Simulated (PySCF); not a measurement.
**How methods differ on the ionisation energy of Tc²²⁺**

Tc²²⁺ [Ar] 3d3 [3d3/2^3, M_J = 3/2] → Tc²³⁺ [Ar] 3d2 [3d3/2^2, M_J = 2], as a difference of total energies. All numbers are calculated (PySCF 2.14, the two-component X2C-1e Hamiltonian, in an even-tempered Gaussian basis (16 s from 2.7 bohr⁻², ratio 2.8; 12 p from 3.5 bohr⁻², ratio 2.8; 8 d from 3.5 bohr⁻², ratio 2.8; 3 f from 12 bohr⁻², ratio 3)). Correlated levels: [Ne] frozen; the 74 highest virtual spinors dropped. "Screened" scales the spin-orbit matrix elements by Boettger's factors to mimic the two-electron term; Breit and QED terms are absent.

```tsv
method	ionisation energy (eV)
GHF (spin-free)	1032.8
GMP2 (spin-free)	1032.9
GHF (screened spin-orbit)	1032.4
GMP2 (screened spin-orbit)	1032.7
```

Breit and QED terms and the two-electron picture change are absent.

The spin-free rows relax to the high-spin LS determinant and lack the spin-orbit shift.

The labels give the starting determinants; with spin-orbit coupling the two ends relaxed to ⟨J²⟩ = 5.37, ⟨L²⟩ = 11.38, ⟨S²⟩ = 3.43 and ⟨J²⟩ = 6.32, ⟨L²⟩ = 11.16, ⟨S²⟩ = 1.74.

The determinant of Tc²²⁺ and of Tc²³⁺ mixes levels of different J (the jj label is only the starting occupation), so the difference between spin-free and spin-orbit rows is not the physical spin-orbit shift.

For comparison: 1032 ± 4 eV (theoretical estimate listed by NIST; NIST Atomic Spectra Database, ionization energies).
